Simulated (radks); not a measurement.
Question: The mean radii <r> (bohr) of the occupied orbitals of an atom or ion are listed with their occupations. Method: Dirac Kohn-Sham, PBE, spin-unpolarised, spherical densities, point nucleus; computed with a radial shooting solver on a logarithmic mesh with Libxc functionals.

| orbital | occ. | <r> |
|---|---|---|
| 1s1/2 | 2 | 0.02274 |
| 2s1/2 | 2 | 0.09648 |
| 2p1/2 | 2 | 0.08073 |
| 2p3/2 | 4 | 0.08735 |
| 3s1/2 | 2 | 0.2545 |
| 3p1/2 | 2 | 0.2442 |
| 3p3/2 | 4 | 0.2569 |
| 3d3/2 | 4 | 0.2286 |
| 3d5/2 | 6 | 0.2326 |
| 4s1/2 | 2 | 0.5795 |
| 4p1/2 | 2 | 0.5937 |
| 4p3/2 | 4 | 0.6226 |
| 4d3/2 | 4 | 0.6651 |
| 4d5/2 | 6 | 0.6754 |
| 5p1/2 | 2 | 1.521 |
| 5p3/2 | 4 | 1.599 |
| 4f5/2 | 6 | 0.9184 |
| 6s1/2 | 1 | 3.391 |
| 6p1/2 | 2 | 4.001 |

Name the element and its charge. Open shells, if any, fill j = l - 1/2 first.

Answer: Z = 62, samarium, charge +1: Sm+ in [Kr] 4d10 4f6 5p6 6s1 6p2. The 1s radius gives Z: for a bare nucleus <r> = (2 gamma + 1)/(2Z) with gamma = sqrt(1 - (Z/c)^2), 0.02245 bohr for Z = 62, and screening makes it slightly larger (0.02274 here). The occupations add up to 61, and the charge is Z minus that.
